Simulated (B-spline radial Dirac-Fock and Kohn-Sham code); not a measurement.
Kohn-Sham estimates against Dirac-Fock for the levels of Re⁴⁰⁺

System: Re⁴⁰⁺, configuration [Ar] 3d10 4s2 4p5.

The density-functional columns are spherical, spin-unpolarised Dirac-Kohn-Sham results without Breit or QED terms: −ε is minus the orbital energy of the initial state and ΔSCF the difference of two total energies. The reference in the last column comes from relaxed Dirac-Fock hole states (ΔSCF) with Breit and QED corrections and a finite nucleus. All numbers are from a radial finite-basis atomic code, in eV; a selection of levels is shown. The Kohn-Sham columns are given as differences from the reference. For the 1s level of heavy atoms much of the gap between ΔSCF and the reference is the Breit and QED part, -366.9 eV here; for other levels the error of the functional can be larger.

```csv
level,LDA −ε − DF,LDA ΔSCF − DF,Dirac-Fock
K (1s),-243.1,+353.6,73554.1
L1 (2s),-190.2,-55.9,14409.6
L2 (2p1/2),-141.4,+23.2,13836.7
M1 (3s),-108.6,-52.3,4740.1
M2 (3p1/2),-89.4,-30.1,4490.6
M4 (3d3/2),-61.9,+1.2,3759.3
M5 (3d5/2),-63.4,-1.6,3689.9
N1 (4s),-35.6,-6.4,2181.1
"N2,3 (4p)",-23.5,+5.0,2001.5
```

Values without a named source are computed, but for edge energies of neutral atoms, which are taken from tables.
